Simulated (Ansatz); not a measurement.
`[F][Zn][Cl]`. Total charge 0; spin multiplicity 1.

```xyz
3

F    -0.3016    1.8247    0.0650
Zn   -0.0181    0.1097    0.0039
Cl    0.3197   -1.9344   -0.0689
```

Question: List the harmonic frequencies (cm⁻¹, unscaled) at PBE0-D4/def2-TZVP in Ansatz. (Best estimate.)

Answer: The calculation gave: 136, 136, 416, 698.

Question: Is this a minimum?

Answer: Yes, all 4 modes are real.

Question: Give the ideal-gas thermochemistry at 298.15 K and 1 bar (rigid rotor, harmonic oscillator; point group C∞v, symmetry number 1).

Answer: Zero-point energy 8.3 kJ/mol; H(298) − E = 21.5 kJ/mol; entropy 270.7 J/(mol·K), of which translation 168.5, rotation 73.1, vibration 29.1; G(298) − E = -59.2 kJ/mol.

Question: And at 400, 500, 600, 800 and 1000 K?

Answer: 
```json
{"T (K)": "400", "H − E (kJ/mol)": "27.3", "S (J/mol/K)": "287.2", "G − E (kJ/mol)": "-87.6"}
{"T (K)": "500", "H − E (kJ/mol)": "33.1", "S (J/mol/K)": "300.1", "G − E (kJ/mol)": "-117.0"}
{"T (K)": "600", "H − E (kJ/mol)": "39.0", "S (J/mol/K)": "311.0", "G − E (kJ/mol)": "-147.6"}
{"T (K)": "800", "H − E (kJ/mol)": "51.1", "S (J/mol/K)": "328.4", "G − E (kJ/mol)": "-211.6"}
{"T (K)": "1000", "H − E (kJ/mol)": "63.3", "S (J/mol/K)": "342.0", "G − E (kJ/mol)": "-278.7"}
```

Question: Rotational constants (cm⁻¹)?

Answer: 0.08592.
